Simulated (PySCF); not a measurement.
Two-component Hartree-Fock for Tl(51+) (thallium, charge +51)

Start: [Ar] 3d10 4s2. Calculated with PySCF 2.14 in an uncontracted even-tempered set (18 s from 3.3 bohr⁻², ratio 2.6; 15 p from 4.3 bohr⁻², ratio 2.6; 10 d from 4.3 bohr⁻², ratio 2.6; 6 f from 4.4 bohr⁻², ratio 2.8): generalised Hartree-Fock with the X2C-1e Hamiltonian and a Gaussian nucleus; spin-orbit coupling (SO) screened by Boettger's factors.

| spinor shell | electrons | ε, screened SO (eV) | weight of nominal j (screened SO) | rms radius, screened SO (bohr) |
| --- | --- | --- | --- | --- |
| 1s1/2 | 2 | -88806.9 | 1.000 | 0.0184 |
| 2s1/2 | 2 | -18232.0 | 1.000 | 0.0741 |
| 2p1/2 | 2 | -17598.3 | 1.000 | 0.0627 |
| 2p3/2 | 4 | -15518.5 | 1.000 | 0.0708 |
| 3s1/2 | 2 | -6384.3 | 1.000 | 0.186 |
| 3p1/2 | 2 | -6104.1 | 1.000 | 0.177 |
| 3p3/2 | 4 | -5614.2 | 1.000 | 0.192 |
| 3d3/2 | 4 | -5176.8 | 1.000 | 0.168 |
| 4s1/2 | 2 | -3092.2 | 1.000 | 0.371 |

Task: Where does 3d5/2 lie, and what is the 3d spin-orbit splitting (screened SO)?

Result: At -5071.7 eV, 105.10 eV above 3d3/2.

```json
{"quantity": "E (hartree)", "screened SO": "-18310.62560"}
{"quantity": "M_J", "screened SO": "0"}
{"quantity": "⟨J²⟩", "screened SO": "0.000"}
{"quantity": "⟨L²⟩", "screened SO": "0.093"}
{"quantity": "⟨S²⟩", "screened SO": "0.093"}
```

Breit and QED terms are absent; they matter most for the inner s and p1/2 levels.

Densities and radii are taken from the X2C orbitals without a picture-change correction, which distorts them close to the nucleus.
